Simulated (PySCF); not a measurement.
# Stationary points of Na3N

Method: PBE0 in PySCF with N def2-TZVP, Na def2-TZVP; no relativity; density-fitted integrals.

Relaxations began from a few typed shapes. The search is not exhaustive: other isomers or separated fragments can lie lower, and high-lying points may rest on an excited occupation.

**Question.** Order these stationary points by electronic energy, lowest first, in kJ/mol from the lowest minimum.
A. singlet C3v: Na–Na 3.493 Å (×3), N–Na 2.140 Å (×3); Na–Na–Na 60.0° (×3), Na–N–Na 109.4° (×3), N–Na–Na 35.3° (×6)
B. singlet D3h: Na–Na 3.638 Å (×3), N–Na 2.100 Å (×3); Na–Na–Na 60.0° (×3), Na–N–Na 120.0° (×3), N–Na–Na 30.0° (×6)

**Answer.** A (0.0), B (7.5).

**Question.** Which of them are minima?

**Answer.** By energy in kJ/mol, 0.0: minimum; 7.5: saddle point, 1 imaginary mode.
